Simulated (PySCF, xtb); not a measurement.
Si(Cl)(F)2(SiH3) (ClF2H3Si2), SMILES F[Si](Cl)([SiH3])F.

Harmonic wavenumbers (cm⁻¹) from GFN2-xTB (xtb) at its own minimum, in rising order: 19, 95, 121, 177, 213, 252, 412, 487, 496, 586, 772, 779, 783, 828, 833, 2258, 2262, 2263.

**Question.** What does PBE-D3(BJ)/def2-SVP run with PySCF give at its own minimum? (The exact figures need the calculation; the answer reports its results.)

**Answer.** 101, 104, 127, 217, 252, 275, 425, 499, 506, 596, 820, 864, 889, 894, 930, 2170, 2189, 2190. Paired by order, the mean absolute difference is 49 cm⁻¹ and the zero-point energies are 19.5 and 20.1 kcal/mol.
